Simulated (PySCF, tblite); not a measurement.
Complex of AlCl and formamide

A gas-phase complex of AlCl and formamide; neutral, singlet. The structure comes from a short search (6 tight-binding starts) and was relaxed by PBE0-D3(BJ)/def2-SVPD; another way of binding may lie lower. Frequencies by PBE0-D3(BJ)/def2-SVPD show no clear imaginary mode.

| part | name | SMILES | atoms | charge | multiplicity |
| --- | --- | --- | --- | --- | --- |
| 1 | AlCl | [Al][Cl] | 1–2 | 0 | 1 |
| 2 | formamide | NC=O | 3–8 | 0 | 1 |

Coordinates in Å:
```
Al1    -1.538   -0.196    0.567
Cl2     0.765    0.063    0.401
N3      0.782   -2.244    2.437
C4     -0.521   -2.402    2.539
O5     -1.371   -1.732    1.929
H6      1.416   -2.824    2.965
H7      1.134   -1.510    1.805
H8     -0.856   -3.200    3.227
```

| contact | kind (by geometry) | distance (Å) | angle (°) |
| --- | --- | --- | --- |
| Al1···O5 | bond | 2.060 | - |
| H7···Cl2 | hydrogen bond | 2.140 | 150 |

The parts are joined by the bond Al1–O5, so these are energies of forming such bonds; deforming the relaxed parts to their shape in the adduct costs 5.0 kcal/mol, which the interaction energies leave out.

Interaction energies are complex less parts, with the parts frozen as they stand in it; counterpoise-corrected, in kcal/mol (PySCF).

(1) Give the interaction energy at each level run.

(2) What holds them together? Decompose the wB97M-D3(BJ)/def2-TZVPD energy: frozen parts, their antisymmetrised product, then relaxation.

The parts were also relaxed and run alone, at the levels used for the complex: vibrations by PBE0-D3(BJ)/def2-SVPD; shieldings by PBE0/pcSseg-2.

Values alone: N3–H7 bond (Å): 1.011; stretch carried by H7 (cm⁻¹, harmonic): 2971, 3621, 3766; its infrared intensity (km/mol): 87, 46, 53; shielding of Al1 (ppm): 451.1; shielding of O5 (ppm): -95.7; shielding of H7 (ppm): 26.64; shielding of Cl2 (ppm): 537.3.

(3) What does binding change?

Results:

(1) 
```csv
level,interaction,superposition error removed
wB97M-D3(BJ)/def2-TZVPD,-19.12,-0.24
PBE0-D3(BJ)/def2-TZVPD,-21.39,-0.27
```

(2) electrostatic -67.9, Pauli repulsion +93.3, orbital relaxation -42.6, dispersion correction -2.2 kcal/mol, which sum to the value before the counterpoise correction; the Pauli term holds the exchange-correlation of the frozen density too. Of the attraction, 60 % is electrostatic, 38 % is orbital relaxation, 2 % is dispersion correction.

(3) 
```csv
property,alone,in the complex,change
N3–H7 bond (Å),1.011,1.030,+0.020
"stretch carried by H7 (cm⁻¹, harmonic)","2971, 3621, 3766",3320,-132 from the mean
its infrared intensity (km/mol),"87, 46, 53",428,
shielding of Al1 (ppm),451.1,499.4,+48.4
shielding of O5 (ppm),-95.7,-7.9,+87.8
shielding of H7 (ppm),26.64,19.76,-6.88
shielding of Cl2 (ppm),537.3,686.5,+149.2
```
